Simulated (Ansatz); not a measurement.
Harmonic frequencies (cm⁻¹) at PBE0-D4/def2-TZVP from Ansatz: 121, 380, 540.

(1) Which molecule is it?
A. `[O][In]([Cl])[Cl]`•
B. `[Cl][Al][Cl]`•
C. `B[O]`•
D. `[Cl][Al][Br]`•

Answers

(1) D.
